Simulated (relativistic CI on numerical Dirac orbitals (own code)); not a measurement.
Slater and spin-orbit integrals, Xe¹⁶⁺

Method of calculation: Dirac-Coulomb-Breit CI, orbitals from a KLI potential per configuration, a model potential for QED, unscaled Slater integrals (own radial code, finite nucleus).

Slater integrals F^k, G^k are unscaled and averaged over j, outside the closed core [Ar] 3d10; ζ comes from projecting the Hamiltonian with its Breit term on Σ l·s of the shell.

- 4s2 4p6 4d2: F^2(4d,4d) = 137240, F^4(4d,4d) = 93018, ζ(4d) = 8739.8 cm⁻¹; <r>(4d) = 0.7403, <r^2>(4d) = 0.6258 (bohr units).
- 4s2 4p5 4d3: ζ(4p) = 78875, F^2(4d,4d) = 137300, F^4(4d,4d) = 93052, F^2(4p,4d) = 141590, G^1(4p,4d) = 179020, G^3(4p,4d) = 113390, ζ(4d) = 8714.1 cm⁻¹; <r>(4p) = 0.7017, <r^2>(4p) = 0.5561, <r>(4d) = 0.7399, <r^2>(4d) = 0.6251 (bohr units).
- 4s2 4p6 4d 4f: ζ(4d) = 8766.6, F^2(4d,4f) = 132900, F^4(4d,4f) = 87327, G^1(4d,4f) = 152250, G^3(4d,4f) = 100160, G^5(4d,4f) = 72238, ζ(4f) = 682.37 cm⁻¹; <r>(4d) = 0.7404, <r^2>(4d) = 0.626, <r>(4f) = 0.7732, <r^2>(4f) = 0.6857 (bohr units).

Problem. Give the Racah parameters of the d shell in 4s2 4p6 4d2.

Solution. B = F²/49 − 5F⁴/441 = 1746 cm⁻¹ and C = 35F⁴/441 = 7382 cm⁻¹.

Averages of the first 10 configurations, taken without configuration mixing, which lowers the lowest level and can move excited configurations by several eV; other configurations of the list can lie among them:

| Configuration | Parity | States | Average energy above the lowest level (eV) |
| --- | --- | --- | --- |
| 4s2 4p6 4d2 | even | 45 | 7.5 |
| 4s2 4p5 4d3 | odd | 720 | 100.4 |
| 4s2 4p6 4d 4f | odd | 140 | 109.5 |
| 4s 4p6 4d3 | even | 240 | 168.6 |
| 4s2 4p5 4d2 4f | even | 3780 | 201.0 |
| 4s2 4p6 4d 5s | even | 20 | 127.8 |
| 4s2 4p6 4d 5p | odd | 60 | 152.4 |
| 4s 4p6 4d2 4f | odd | 1260 | 269.4 |
| 4s2 4p6 4f 5s | odd | 28 | 230.7 |
| 4s2 4p6 4d 5d | even | 100 | 189.6 |
